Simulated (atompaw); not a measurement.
**Before and after: PAW (atompaw) potential for lithium**

| Property | Result |
| --- | --- |
| Element | lithium |
| Generator | atompaw 4.2.0.5 |
| Type | PAW |
| Functional | PBE |
| Relativity | scalar-relativistic |
| Frozen core | none |
| Valence charge | 3 |
| Reference configuration | 1s2 2s1 2p0 |
| Partial waves | 1s (bound): rc 0.75 bohr; 2s (bound): rc 3.00 bohr; 2p (bound, empty): rc 3.00 bohr; 2p channel at 1.3 Ry: rc 3.00 bohr |
| Local potential | troulliermartins scheme with l = 2 at 1 Ry, radius 2.00 bohr |
| Core correction | none |
| Augmentation charge | besselshape compensation charge, radius 2.35 bohr; PAW radius 3.00 bohr; waves and projectors: custom rrkj vanderbiltortho |

Change: core [He], valence charge 1; reference 2s1 2p0; waves now 2s (bound): rc 2.25 bohr; 2s channel at 0.7 Ry: rc 2.25 bohr; 2p (bound): rc 3.00 bohr; 2p channel at 4.45 Ry: rc 3.00 bohr; local potential troulliermartins scheme with l = 2 at 1 Ry, radius 2.85 bohr; core correction smooth core density matched at 1.60 bohr; augmentation besselshape compensation charge, radius 2.20 bohr; PAW radius 3.00 bohr; waves and projectors: custom rrkj vanderbiltortho.

Cutoffs: the cutoffs (Ry, on a coarse ladder) from which the occupation-weighted sum of valence levels, in a spherical-Bessel basis at the reference potential, stays within 10 and 1 mRy of its value at 400 Ry; they do not see the model core or the augmentation charge, which bear on the density cutoff.

What does the change do?

The potential gets softer (80 Ry and 100 Ry → 6 Ry and 6 Ry); the range in which the p phases agree widens (upper end 1.8 → at the end of the scan); neither file shows a bound ghost. The shells moved into the core no longer need plane waves of their own. Several settings change at once here, so the effects cannot be laid on one of them.

| quantity | base | changed |
| --- | --- | --- |
| cutoff, loose | 80 Ry | 6 Ry |
| cutoff, tight | 100 Ry | 6 Ry |
| bound ghosts | none | none |
| s: phases at 3.00 bohr within 0.05 rad from the reference energy up to (Ry; the scan ends near 5) | 1.6 | 1.4 |
| p: phases at 3.00 bohr within 0.05 rad from the reference energy up to (Ry; the scan ends near 5) | 1.8 | to the end of the scan |
| lowest overlap eigenvalue by channel | s 0.50, p 0.92 | s 0.51, p 0.89 |

 The cutoffs see the waves, projectors and local potential, not the compensation charge or the core.
